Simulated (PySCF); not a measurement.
All values below come from PBE0-D3(BJ)/def2-TZVP (PySCF). All species are isolated molecules in the gas phase. 

Reference species (SMILES): `C=[SiH][SiH3]` (neutral, multiplicity 1).

```json
{
  "HOMO": "-6.61 eV",
  "dipole_moment": "0.71 D",
  "HOMO–LUMO gap": "5.08 eV"
}
```

After one change: the HOMO rises by 0.88 eV; the dipole moment rises by 0.68 D; the HOMO–LUMO gap falls by 0.93 eV.

### Question
Name the change that produced these shifts. The new species is one of these.
A) `C[SiH]=[SiH2]`
B) `[SiH2]=C[SiH3]`
C) `C1[SiH2][SiH2]1`

### Answer
A, `C[SiH]=[SiH2]`
